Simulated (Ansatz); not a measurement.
**Question.** Name a neutral molecule of C, F, I, O, Si and H with HOMO energy (B3LYP/def2-TZVPP) between -7.55 and -7.25 eV and HOMO–LUMO gap (B3LYP/def2-TZVPP) between 5.70 and 6.00 eV (Ansatz, PBE0-D4/def2-TZVP geometry).

**Answer.** `FC(I)O[SiH3]` (-7.31 eV, 5.81 eV). Other molecules can fit too; these were computed, each in one conformer that needn't be the lowest.

B3LYP here is the variant with VWN-RPA as its local correlation; programs differ in this.
